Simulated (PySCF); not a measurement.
Spinor energies of I⁺ (iodine, charge +1)

Start: [Kr] 4d10 5s1 5p4 6s1; 5s1/2 filled at m_j = +1/2; 5p1/2 filled at m_j = +1/2; 5p3/2 filled at m_j = -1/2, +1/2, +3/2; 6s1/2 filled at m_j = +1/2. Calculated with PySCF 2.14 in x2c-TZVPall-2c with one added diffuse shell each of s, p, d, f type (9s10p6d3f, 90 functions): generalised Hartree-Fock with the X2C-1e Hamiltonian and a Gaussian nucleus; one run each with spin-orbit coupling (SO) switched off, then screened by Boettger's factors. This is a chosen level, not necessarily the ground level.

| spinor shell | electrons | ε, spin-free (eV) | ε, screened SO (eV) | weight of nominal j (screened SO) | rms radius, screened SO (bohr) |
| --- | --- | --- | --- | --- | --- |
| 1s1/2 | 2 | -33349.2 | -33345.5 | 1.000 | 0.0311 |
| 2s1/2 | 2 | -5265.0 | -5263.8 | 1.000 | 0.127 |
| 2p1/2 | 2 | -4720.0 | -4927.8 | 1.000 | 0.109 |
| 2p3/2 | 4 | -4720.0 | -4626.3 | 1.000 | 0.115 |
| 3s1/2 | 2 | -1117.3 | -1116.9 | 1.000 | 0.334 |
| 3p1/2 | 2 | -936.51 | -976.71 | 1.000 | 0.327 |
| 3p3/2 | 4 | -936.51 | -918.17 | 1.000 | 0.338 |
| 3d3/2 | 4 | -666.20 | -673.22 | 1.000 | 0.311 |
| 3d5/2 | 6 | -666.20 | -661.15 | 1.000 | 0.314 |
| 4s1/2 | 2 | -225.83 | -225.70 | 1.000 | 0.788 |
| 4p1/2 | 2 | -166.74 | -174.68 | 0.999 | 0.826 |
| 4d3/2 | 4 | -77.511 | -78.626 | 0.968 | 0.985 |
| 4d5/2 | 6 | -77.511 | -76.618 | 0.978 | 0.991 |
| 5s1/2 | 1 | -39.986 | -39.929 | 1.000 | 2.01 |
| 5p3/2 | 3 | -23.397 | -24.801 | 0.600 | 2.37 |
| 5p1/2 | 1 | -23.397 | -19.732 | 0.566 | 2.48 |
| 6s1/2 | 1 | -8.750 | -8.714 | 0.755 | 4.61 |

Where does 4p3/2 lie, and what is the 4p spin-orbit splitting (screened SO)?

At -163.03 eV, 11.653 eV above 4p1/2.

```
   quantity    spin-free  screened SO
E (hartree)  -7110.55982  -7112.70976
        M_J            3            3
       ⟨J²⟩       13.827       13.510
       ⟨L²⟩        3.817        3.557
       ⟨S²⟩        6.010        5.977
```

The determinant has a definite M_J but mixes levels of different J.

Each row is a mean over spinors that exchange with the open shell spreads, by up to 1.278 eV (4s1/2).

Rows whose weight is well below 1 are mixtures of j = l ± 1/2: exchange outweighs spin-orbit coupling there, and the label is only the starting occupation.

Breit and QED terms are absent; they matter most for the inner s and p1/2 levels.

Densities and radii are taken from the X2C orbitals without a picture-change correction, which distorts them close to the nucleus.

Without spin-orbit coupling the j labels of p, d and f shells carry no meaning; the spin-free column gives the mean over the occupied spinors of each nl shell, and its ⟨J²⟩ belongs to a mixture of degenerate components.
